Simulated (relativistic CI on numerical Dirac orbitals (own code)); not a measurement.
**The 25-electron sequence from Mn to Ru19+**

Computed by Dirac-Coulomb-Breit CI, separate exchange-only KLI orbitals for each configuration, model QED (radiative potential, 1s self-energy scaled to tabulated hydrogen-like ionisation energies), unscaled Slater integrals (own radial code, finite nucleus).

Configurations in the expansion (outside the closed core [Ne]): 3s²3p⁶3d⁷, 3s²3p⁶3d⁵4s², 3s²3p⁶3d⁶4s, 3s²3p⁵3d⁸, 3s3p⁶3d⁸, 3p⁶3d⁹, 3p⁵3d¹⁰. Double excitations out of closed p, d and f shells are left out; levels of such configurations are missing from the list, as are those of other unlisted configurations, and high levels can miss mixing partners.

Energies above each ion's lowest level, in cm⁻¹. Levels are followed by their leading LS label, which can pass from one level to another where the coupling changes.

```csv
Ion,3s²3p⁶3d⁷ ⁴F9/2,3s²3p⁶3d⁷ ⁴F7/2,3s²3p⁶3d⁷ ⁴F5/2,3s²3p⁶3d⁷ ⁴F3/2,3s²3p⁶3d⁷ ²G9/2
Mn,,,,,
Fe+,14407.6,14928.7,15314.1,15579.9,29827.0
Co2+,0.0,808.5,1401.6,1808.8,18756.7
Ni3+,0.0,1154.8,1992.8,2564.1,21667.2
Cu4+,0.0,1578.9,2710.2,3475.8,24444.8
Zn5+,0.0,2093.2,3572.0,4564.3,27156.1
Ga6+,0.0,2711.3,4596.5,5850.0,29841.2
Ge7+,0.0,3448.1,5802.8,7353.2,32528.0
As8+,0.0,4319.7,7210.4,9093.6,35239.1
Se9+,0.0,5343.6,8838.8,11090.1,37994.8
Br10+,0.0,6538.8,10707.4,13359.6,40815.6
Kr11+,0.0,7926.0,12834.6,15916.6,43722.7
Rb12+,0.0,9527.3,15237.3,18771.1,46739.4
Sr13+,0.0,11366.5,17929.9,21926.7,49890.9
Zr15+,0.0,15862.3,24222.5,29098.8,56712.0
Nb16+,0.0,18574.5,27826.3,33045.8,60444.8
Mo17+,0.0,21635.6,31723.8,37133.9,64438.3
Tc18+,0.0,25076.9,35893.3,41230.4,68729.7
Ru19+,0.0,28931.0,40300.4,45160.7,73357.9
```

In the calculation the lowest level changes from 3s²3p⁶3d⁵4s² ⁶S5/2 to 3s²3p⁶3d⁶4s ⁶D9/2 at Fe+; from 3s²3p⁶3d⁶4s ⁶D9/2 to 3s²3p⁶3d⁷ ⁴F9/2 at Co2+.

Between Z = 41 and 44 the energy of 3s²3p⁶3d⁷ ⁴F7/2 follows a local power law Z^6.3. For orientation: electrostatic splittings inside a shell grow about linearly with the screened charge, excitations that change n as its square, and fine structure as its fourth power; written in Z itself the exponents are larger, since the screened charge grows faster in proportion.

The members near neutrality are the least accurate: they can be off by several eV, miss lower levels of configurations outside the list, or start from a wrong lowest level.
